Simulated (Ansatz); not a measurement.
Reaction (formal exchange of groups at a B–In bond): `O[B](F)[InH2]` + `[SiH3][GeH3]` → `O[B](F)[GeH2][SiH3]` + `[InH3]`

Calculated with Ansatz (gas phase, PBE0-D4/def2-TZVP geometries, no zero-point term in ΔE). CCSD(T)/CBS is the MP2 limit (def2-TZVPP, def2-QZVPP) plus CCSD(T) − MP2 in def2-TZVPP, frozen cores. Functionals use def2-TZVPP. B3LYP here is the variant with VWN-RPA as its local correlation; programs differ in this. def2 core potentials past Kr. For Ge, In outer-core shells are correlated without core-valence functions, which leaves a few kJ/mol of doubt a bond. Scalar relativity is left out up to krypton. One conformer a species, not always the lowest.

Question: Is it downhill or uphill in electronic energy at CCSD(T)/CBS, and by how much? (Best estimate.)

Answer: Ansatz gave: Downhill: ΔE = -9.9 kJ/mol.

Question: What do these levels give: PBE-D4, r2SCAN-D4, B3LYP-D4, PBE0, B3LYP, HF/def2-TZVPP? (Estimate.)

Answer: Ansatz gave: PBE-D4 -10.0, r2SCAN-D4 -12.4, B3LYP-D4 -10.0, PBE0 -9.8, B3LYP -6.9, HF/def2-TZVPP -10.2 kJ/mol.

Largest T1 diagnostic among the species: 0.014.

The D4 term adds −3.1 kJ/mol with B3LYP and −1.9 kJ/mol with PBE0; it sums over pairs of atoms, weighted by their polarisabilities, and B3LYP, whose exchange is more repulsive, gets the larger term.
